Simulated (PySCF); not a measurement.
# Computed records: CH3AlOSi, BClH3OSi

Calculation on a computer-drawn molecule: optimised geometry and harmonic frequencies of an isolated molecule of the commonest isotopes, restricted reference for singlets and unrestricted otherwise, frozen core in MP2. Program: PySCF 2.14.0.

Common to all runs: charge 0; basis cc-pV(D+d)Z.

(1) CH3AlOSi

Start structure:
```xyz
7
CH3AlOSi
O     -0.0921     0.3552     0.0886
Si    -0.8179    -0.1111    -1.2948
C     -1.4311    -1.6186    -1.7565
Al    -2.2701    -1.9486    -3.4878
H      0.0322    -0.2784     0.7808
H     -0.8554     1.0841    -2.1408
H     -1.3558    -2.4520    -1.0530
```

Settings of this run: multiplicity 1 and method MP2.

Results for CH3AlOSi: rotational constants 30.63, 1.857, 1.751 GHz; total energy -645.7812 hartree; convergence status largest gradient component 2.657e-05 hartree/bohr.

Drawn bonds:
```tsv
atom	other atom	order
1	2	1
2	3	2
3	4	1
1	5	1
2	6	1
3	7	1
```

Optimised structure:
```xyz
7
CH3AlOSi
O     -0.0728     0.4213     0.0919
Si    -0.8190    -0.1391    -1.2792
C     -1.4354    -1.6711    -1.7329
Al    -2.2493    -1.8344    -3.5131
H      0.0422    -0.2474     0.7829
H     -0.8824     1.0314    -2.1697
H     -1.3734    -2.5301    -1.0434
```

Modes:
```tsv
frequency (cm⁻¹)	reduced mass (dalton)
88.24	5.363
102.4	7.765
266.4	5.803
383	1.545
448.8	1.289
581.8	3.039
696.4	1.061
742.2	1.179
835.4	8.676
905.6	1.368
940.5	1.128
1072	9.844
2344	1.042
3172	1.088
3865	1.066
```

(2) BClH3OSi

Start structure:
```xyz
7
BClH3OSi
O      0.5300     2.1138    -0.5888
Si     1.4672     0.9847    -0.1337
B      1.0161    -0.8589    -0.1002
Cl    -0.6374    -1.1772    -0.6166
H     -0.4461     1.8979    -0.8720
H      2.6759     1.8050     0.2176
H      1.6137    -1.7561     0.1614
```

It was run with multiplicity 2 and method HF.

It finds rotational constants 10.71, 2.193, 1.82 GHz; total energy -849.7708 hartree; spin squared 0.7603; convergence status largest gradient component 1.712e-05 hartree/bohr.

Drawn bonds:
```tsv
atom	other atom	order
1	2	1
2	3	1
3	4	1
1	5	1
2	6	1
3	7	1
```

Optimised structure:
```xyz
7
BClH3OSi
O      0.4484     2.2366    -0.6039
Si     1.4395     1.0177    -0.1494
B      0.9662    -0.8385    -0.1238
Cl    -0.6726    -1.3560    -0.6284
H     -0.4317     2.0228    -0.8823
H      2.7278     1.6032     0.2340
H      1.7417    -1.6766     0.2214
```

Modes:
```tsv
frequency (cm⁻¹)	reduced mass (dalton)
101.2	7.673
104.7	3.603
243	1.202
358.3	7.254
433.2	1.1
639.3	4.079
693.7	1.292
808.6	2.829
842.9	1.364
947.5	1.151
981.2	3.442
1113	1.776
2399	1.043
2762	1.093
4146	1.067
```
